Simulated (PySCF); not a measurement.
SMILES N#CCC(O)=O, singlet at its CAM-B3LYP/def2-SVP optimised geometry (Å):

```
9

N     -2.2850    -1.0098    -0.4615
C     -1.1566    -1.0872    -0.2443
C      0.2700    -1.2244     0.0294
C      1.0879     0.0564     0.0000
O      2.2850     0.0564     0.0000
O      0.3381     1.1558     0.0000
H      0.4087    -1.6728     1.0261
H      0.7280    -1.9207    -0.6876
H      0.9376     1.9207    -0.0066
```

Method: CAM-B3LYP/def2-TZVP in PySCF. Cells within 0.4 Å of a nucleus heavier than hydrogen are left out (blank, or x).

Map of the electrostatic potential (hartree/e), clipped to [-0.08, 0.12] on the plane z = 0.0 Å:

```
|3333333333444444444444333|
|3333333333444455544444333|
|3333333333444555555444333|
|3333333333445666665444333|
|3223333333446799875544333|
|2222222333346999986543333|
|2222222222348999996433333|
|2222222222269999995432223|
|2222222221299x99984222222|
|221111111139xx99984211122|
|2111111122399999999920112|
|111011123459999x99x991112|
|11001244699999xx99xx91012|
|1000399999999999999971112|
|1000799999999999999510112|
|100099999x99xx99963111122|
|100059999999xx99953212222|
|1100258999999999854322222|
|1111123468999999754333333|
|2111112345677887654433333|
|2222222334556666554433333|
|2222222334455555544433333|
|2222223334444554444433333|
|2222333333444444444433333|
|2233333333444444444433333|
```
Scale: ten equal steps from -0.064 (start of '0') to 0.120 (end of '9'), in the order '0123456789'; x runs from -4.50 to 4.50, y from -4.50 (bottom) to 4.50 (top).
